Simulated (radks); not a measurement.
Mo39+, configuration [He] 2s1 (the NIST ground configuration).

Calculated with a radial shooting solver on a logarithmic mesh with Libxc functionals: Dirac Kohn-Sham, exchange-only PBE, spin-unpolarised, spherical densities, finite nucleus; Fermi nuclear charge, rms radius 4.4091 fm.

Energy parts (eV):
part                   energy
total              -54144.185
kinetic             56925.930
electron-nucleus  -112283.238
Hartree              2039.148
exchange             -826.024

Orbitals (lengths in bohr, moments of r in powers of bohr; r(90%) holds 90 % of the orbital's charge):
orbital,occ.,eigenvalue (eV),r(90%),<r^4>,<1/r>,<r^2>,small-component weight
1s1/2,2,-23346.12,0.0626,6.959e-06,43.73,0.001646,2.37e-02
2s1/2,1,-5636.931,0.218,0.0009376,10.78,0.02376,5.66e-03

The highest occupied level is 2s1/2 at -5636.9 eV. The electron density at the nucleus is 8.589e+04 e/bohr^3. The density falls to 0.001 e/bohr^3 at r = 0.46 bohr. Summed over all electrons, <r^2> = 0.02705 bohr^2, which gives a Langevin (diamagnetic) susceptibility term of -0.0214 x 10^-6 cm^3/mol.
